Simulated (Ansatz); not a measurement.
`[SiH3][N]([SiH3])[SnH3]`, charge 0, multiplicity 1.

Problem. Give a relaxed structure at PBE0-D4/def2-TZVP (the Gaussian-basis code of Ansatz). (Best estimate.)

Solution. Ansatz gave: 
```xyz
13

Si    0.550    0.815   -1.487
N    -0.099    0.015   -0.101
Si   -1.048   -1.420   -0.249
Sn    0.491    0.626    1.764
H     0.740    2.258   -1.176
H     1.878    0.276   -1.903
H    -0.383    0.663   -2.635
H    -0.224   -2.663   -0.289
H    -1.955   -1.531    0.927
H    -1.848   -1.364   -1.501
H     0.738    2.306    1.652
H     1.936   -0.184    2.179
H    -0.776    0.204    2.819
```
Point group Cs.
This is one stationary point; other conformers may exist.
